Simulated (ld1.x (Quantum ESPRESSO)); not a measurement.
## Configuration tests for Cs (Z = 55) (TM)

```
Element                 : Cs
Generator               : ld1.x (Quantum ESPRESSO) 7.5
Type                    : norm-conserving Troullier–Martins (Kleinman–Bylander form)
Functional              : PBE
Relativity              : fully relativistic
Frozen core             : [Kr] 4d10
Valence charge          : 9
Reference configuration : 5s2 5p6 5d0 6s1 6p0
Partial waves           : 5s (bound): rc 1.80 bohr; 5p (bound): rc 3.30 bohr; 5d (bound, empty): rc 3.95 bohr
Local potential         : all-electron potential smoothed inside 2.10 bohr (lloc = -1)
Core correction         : none
```

Open shells are filled in proportion to 2j + 1 (rel_dist='average').

Occupied shells without a wave of their own: 6s. They enter only through the test configuration that unscreens the potential.

Energies are relative to the spin-unpolarised reference configuration 5s2 5p6 5d0 6s1 6p0; without spin polarisation the order of configurations can differ from experiment.

(1) Give the all-electron excitation energy and the error of the potential for: 5s2 5p6 5d0 6s0 6p0; 5s2 5p6 5d0 6s0.5 6p0; 5s2 5p6 5d0 6s0 6p1; 5s2 5p6 5d0.5 6s0.5 6p0; 5s2 5p5 5d0 6s1 6p0; 5s2 5p6 5d1 6s0 6p0; 5s1 5p6 5d0 6s1 6p0.

Results:

(1)

```tsv
valence configuration	charge	ΔE all-electron (eV)	error AE − PS (meV)
5s2 5p6 5d0 6s0 6p0	+1	3.863	-58
5s2 5p6 5d0 6s0.5 6p0	+0.5	1.470	-22
5s2 5p6 5d0 6s0 6p1	0	1.368	-23
5s2 5p6 5d0.5 6s0.5 6p0	0	0.843	-17
5s2 5p5 5d0 6s1 6p0	+1	17.909	+13
5s2 5p6 5d1 6s0 6p0	0	1.672	-34
5s1 5p6 5d0 6s1 6p0	+1	31.653	+99
```
